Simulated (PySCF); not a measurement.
octasulfur (S₈), SMILES S1SSSSSSS1. Geometry optimised at PBE0-D3(BJ)/def2-SVP.

Give the equilibrium geometry at PBE0-D3(BJ)/def2-SVP (PySCF confirms it by a frequency run) as a Z-matrix, and its point group. (An estimate is asked for; the answer gives what the named calculation found.)

point group Cs.
```
S
S 1 2.0500
S 1 2.0500 2 112.11
S 2 2.1264 1 105.14 3 85.05
S 4 2.0627 2 103.73 1 43.02
S 5 2.0757 4 103.39 2 -112.16
S 6 2.0757 5 111.39 4 87.63
S 7 2.0627 6 103.39 5 -87.63
```
Charge 0, spin multiplicity 1.
